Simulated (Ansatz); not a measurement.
Relaxation of C$_{2}$H$_{6}$ClFMg (11 atoms, charge 0, multiplicity 1), to a largest force component of 0.03 eV/Å in at most 50 steps.

Computed with Ansatz 0.2.0, RKS PBE0-D4/STO-3G.

```xyz
11
Properties=species:S:1:pos:R:3
Mg -1.859 1.370 -0.444
C 1.283 0.030 0.146
C 0.161 -1.027 0.240
Cl -3.167 0.195 -1.613
H 0.878 1.029 0.308
F -0.733 2.470 0.515
H 1.763 -0.002 -0.843
H 2.054 -0.161 0.907
H -0.622 -0.861 -0.523
H -0.314 -1.005 1.233
H 0.556 -2.038 0.076
```

Where does it end, and by what steps?

The run converged. The force dipped under the threshold on the way, but the program's further checks kept it going. Limits of this set-up: minimal basis. After 15 steps the energy has fallen by 0.577 eV; Cl4 moved furthest, 0.86 Å.

```tsv
step	energy less start (eV)	largest force component (eV/Å)	accepted
0	0.0000	2.659	yes
1	-0.4333	1.164	yes
2	-0.5378	0.505	yes
3	-0.5541	0.113	yes
4	-0.5444	0.521	no
5	-0.5604	0.050	yes
6	-0.5647	0.034	yes
7	-0.5677	0.103	yes
8	-0.5697	0.091	yes
9	-0.5719	0.093	yes
10	-0.5732	0.081	yes
11	-0.5746	0.064	yes
12	-0.5755	0.085	yes
13	-0.5761	0.054	yes
14	-0.5766	0.018	yes
15	-0.5767	0.016	yes
```

```xyz
11
Properties=species:S:1:pos:R:3
Mg -1.675 1.215 -0.366
C 1.232 0.095 0.273
C 0.173 -1.001 0.037
Cl -3.489 0.243 -0.814
H 0.735 1.104 0.184
F -0.370 2.231 -0.041
H 2.035 0.009 -0.469
H 1.673 -0.017 1.270
H -0.278 -0.919 -0.966
H -0.636 -0.949 0.785
H 0.599 -2.010 0.106
```

Whether the end is a true minimum wasn't checked by a vibrational analysis.

The run took 50 s on 1 thread of Intel(R) Xeon(R) Platinum 8259CL CPU @ 2.50GHz (Skylake/Cascade Lake) (shared host), peak memory 0.21 GiB.
